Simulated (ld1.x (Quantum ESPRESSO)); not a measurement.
gallium: variants of one TM potential

Base potential:

gallium (Ga), norm-conserving Troullier–Martins (Kleinman–Bylander form), made with ld1.x (Quantum ESPRESSO) 7.5 (LDA (PZ), scalar-relativistic). Core [Ne], reference 3s2 3p6 3d10 4s2 4p1. Waves: 3s (bound): rc 1.10 bohr; 3p (bound): rc 0.70 bohr; 4f channel at 0.35 Ry: rc 1.20 bohr; 3d (bound): rc 1.15 bohr. Local part: the d channel. Core correction: none.

Occupied shells without a wave of their own: 4p, 4s. They enter only through the test configuration that unscreens the potential.

Cutoffs, loose and tight: the cutoffs (Ry, on a coarse ladder) from which the occupation-weighted sum of valence levels, in a spherical-Bessel basis at the reference potential, stays within 10 and 1 mRy of its value at 400 Ry. They do not see the model core or the augmentation charge, which bear on the density cutoff. Test errors are all-electron minus pseudo excitation energies from the reference, over the configurations 3s2 3p6 3d10 4s2 4p0; 3s2 3p6 3d10 4s1 4p0; 3s2 3p6 3d10 4s0 4p0; 3s2 3p6 3d9 4s0 4p0; 3s2 3p6 3d9 4s2 4p1; 3s2 3p6 3d10 4s2 4p1.3; 3s2 3p6 3d10 4s0 4p3 (two spin-polarised tests are not counted in the largest error). A dash means not determined; rows that change the core or the reference have their own tests.

On the changes marked as counting shells twice: ld1.x takes every shell without a wave as core, so the model core holds the marked electrons as well and exchange and correlation see them twice. This cancels in the reference configuration, but the file is broken for other ones, and its errors say nothing about a proper core correction.

| change | outcome | cutoff, loose | cutoff, tight | bound ghosts | largest test error (meV) |
| --- | --- | --- | --- | --- | --- |
| base | generated, misses its reference levels by 1.38 eV | 230 Ry | over 300 Ry | none | -7538 |
| wave 4f channel at 0.35 Ry: rc 1.20 bohr becomes 4f channel at 0.35 Ry: rc 0.74 bohr | generated, misses its reference levels by 1.38 eV | 230 Ry | over 300 Ry | none | -7538 |
| all radii scaled by about 1.17 (s 1.28, p 0.82, d 1.34, f 1.40 bohr) | generated, misses its reference levels by 2.26 eV | 200 Ry | 300 Ry | none | -13018 |
| wave 3d (bound): rc 1.15 bohr becomes 3d (bound): rc 1.26 bohr | generated, misses its reference levels by 1.13 eV | 230 Ry | over 300 Ry | none | -6155 |
| wave 3s (bound): rc 1.10 bohr becomes 3s (bound): rc 1.20 bohr | generated, misses its reference levels by 2.20 eV | 230 Ry | over 300 Ry | none | -12283 |
| reference 3s2 3p6 3d10 4s2 4p0.5 | generated, misses its reference levels by 1.47 eV | 230 Ry | over 300 Ry | none | -8025 |
| core correction a·sin(br)/r model core inside 0.68 bohr (4p, 4s counted twice) | generated, misses its reference levels by 1.38 eV | 230 Ry | over 300 Ry | none | -9450 |
| local potential the p channel | generated, misses its reference levels by 0.72 eV | 230 Ry | over 300 Ry | none | -3631 |
| wave 4f channel at 0.35 Ry: rc 1.20 bohr becomes 4f channel at 0.47 Ry: rc 1.20 bohr | generated, misses its reference levels by 1.38 eV | 230 Ry | over 300 Ry | none | -7538 |

What comes out with this change to the base: wave 3p (bound): rc 0.70 bohr becomes 3p (bound): rc 0.98 bohr?

outcome: generated, misses its reference levels by 1.38 eV; cutoff, loose: 200 Ry; cutoff, tight: over 300 Ry; bound ghosts: none; largest test error (meV): -7574.
